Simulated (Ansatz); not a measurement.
Mulliken charges of CH₄ClFSSi, SMILES `C[Si](F)(S)Cl` from PBE/def2-TZVPP in Ansatz (PBE0-D4/def2-TZVP geometry).

```csv
atom,x (Å),y (Å),z (Å),charge (e)
C1,-0.228,-0.923,-0.725,-0.376
Si2,0.536,0.480,0.193,0.611
F3,1.580,-0.128,1.231,-0.259
S4,-0.839,1.737,1.198,-0.232
Cl5,1.567,1.712,-1.065,-0.210
H6,0.549,-1.516,-1.214,0.120
H7,-0.777,-1.573,-0.040,0.108
H8,-0.920,-0.552,-1.483,0.124
H9,-1.379,0.715,1.887,0.114
```

Problem. By hand: the dipole of these point charges (1 e Å = 4.8032 D).

Solution. Σ q r = (-0.420, -0.428, -0.101) e Å, of length 0.608 e Å = 2.92 D.

Problem. How does the dipole of the full density compare? (An estimate is asked.)

Solution. The calculation gave: (-0.335, -0.350, -0.083) e Å, 2.36 D; the point charges give 1.24 times that, at 1° from its direction.

Point charges leave out the atoms' own dipoles, such as those of lone pairs, and Mulliken's split depends on the basis, so the two needn't agree.
